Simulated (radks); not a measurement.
Spin polarisation of the 5p2 shell in Te2+. Start: [Kr] 4d10 5s2 5p(up 1, down 1); electrons of 5p are moved from spin down to spin up, other shells keep equal spins. All-electron calculation, scalar-relativistic Kohn-Sham, PBE, spin-polarised, spherical densities, point nucleus. Program: a radial shooting solver on a logarithmic mesh with Libxc functionals.

\begin{tabular}{lrrrr}
moment (Bohr magnetons) & E - E(0) (eV) & e(5p up) (eV) & e(5p down) (eV) & 5s down minus up (eV) \\ \hline
0 & 0.000 & -22.304 & -22.304 & 0.000 \\
0.5 & -0.056 & -22.520 & -22.070 & 0.425 \\
1 & -0.225 & -22.717 & -21.815 & 0.852 \\
1.5 & -0.507 & -22.896 & -21.543 & 1.280 \\
2 & -0.901 & -23.057 & -21.252 & 1.708 \\
\end{tabular}

At moment 2 the spin-polarisation energy is -0.901 eV and the 5p exchange splitting 1.805 eV, that is 0.902 eV per Bohr magneton; E = -I m^2/4 would give I = 0.901 eV.
